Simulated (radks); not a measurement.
The numbers below are computed, except where a source is named.
Task: Ionisation of neutral helium, [He], to He+, 1s1, under several functionals. Dirac Kohn-Sham, spin-unpolarised, spherical densities, point nucleus; a radial shooting solver on a logarithmic mesh with Libxc functionals. The NIST Atomic Spectra Database gives 24.587 eV (measured). Rank these functionals by the error of their Delta-SCF ionisation energy: BP86; BLYP; PW91; PBEsol; B86b exchange with PBE correlation.

Result: From best to worst: PBEsol 26.594 eV (+2.006); B86b exchange with PBE correlation 27.068 eV (+2.481); PW91 27.082 eV (+2.494); BP86 27.097 eV (+2.510); BLYP 27.157 eV (+2.570). Spin polarisation and multiplet splitting are left out, so open shells lie too high by an amount that depends on their filling.

Beside tabulated values, note that spin-unpolarised runs miss the spin-polarisation part of the exchange energy of open shells.
